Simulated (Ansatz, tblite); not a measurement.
Forces on Cd9Te8⁺ at its PBE-D4/def2-SVP geometry. Charge 1, multiplicity 2.

In the def2 sets Cd, Te take a core potential; there is no spin–orbit coupling. The xTB rows come from tblite. Single mean-field runs in def2-SVP are fitted with def2-universal-jkfit. Another isomer (doublet) lies 3.30 eV lower at PBE0-D4/def2-SVP; other spin states weren't run for this one.

GFN1-xTB (tblite), largest force 1.80 eV/Å:

```xyz
17
positions Å, forces eV/Å
Cd   -3.286    0.945    0.785   -0.180   -0.235   -0.252
Cd    0.547   -3.692    0.111   -0.230   -0.195   -0.455
Cd   -0.780   -1.409    3.319   -0.200    0.051    0.571
Cd    0.517   -2.766   -2.421    0.040   -0.096    0.004
Cd    2.449    0.067   -2.944    0.037   -0.056   -0.107
Cd    0.659    1.138    2.778    0.259    0.092    0.493
Cd    1.050    3.032   -1.314    0.123    0.216    0.104
Cd   -0.670    3.009    1.045    0.704    0.516    0.033
Cd   -2.478    0.977    3.462   -0.474    0.218    0.236
Te    2.455   -1.006    1.498   -0.969   -0.835   -0.723
Te   -1.115    1.407   -2.721   -0.411    0.030    1.536
Te    0.647   -1.046   -4.595   -0.419    0.346    0.110
Te    1.349   -3.314    2.796    0.933    1.089   -0.374
Te    0.198   -0.102   -0.407   -0.075   -0.180    0.029
Te    3.367    1.389   -0.771   -0.499   -0.512    0.734
Te   -2.840    3.019   -1.028    0.319   -1.112   -1.374
Te   -2.070   -1.649    0.408    1.043    0.662   -0.563
```

GFN2-xTB (tblite), largest force 1.69 eV/Å:

```
Cd -0.098 -0.444 0.289
Cd -0.354 -0.455 -1.081
Cd -0.299 0.454 0.571
Cd 0.125 -0.307 0.030
Cd -0.084 -0.270 -0.245
Cd 0.122 0.366 0.926
Cd 0.262 0.988 0.138
Cd 0.671 0.630 0.445
Cd -0.670 0.321 0.133
Te 0.459 -1.331 -0.384
Te -0.578 -0.114 0.120
Te -0.336 0.297 -0.096
Te 1.132 0.193 0.587
Te -0.426 -0.466 0.317
Te -0.093 -0.237 0.594
Te -0.587 -0.080 -1.586
Te 0.754 0.455 -0.757
```

PBE-D4/def2-SVP (Ansatz), largest force 0.03 eV/Å:

```
Cd 0.002 -0.011 -0.003
Cd 0.016 -0.003 0.000
Cd 0.005 -0.002 -0.003
Cd -0.010 -0.004 0.002
Cd 0.003 0.013 0.003
Cd 0.000 0.007 -0.002
Cd -0.003 0.004 0.001
Cd 0.011 -0.002 -0.003
Cd -0.004 -0.002 0.004
Te -0.006 0.012 -0.006
Te -0.009 0.010 0.016
Te 0.000 -0.003 0.006
Te -0.007 -0.013 0.013
Te 0.004 -0.020 -0.016
Te 0.000 -0.001 -0.002
Te 0.007 0.006 -0.012
Te -0.008 0.009 0.002
```
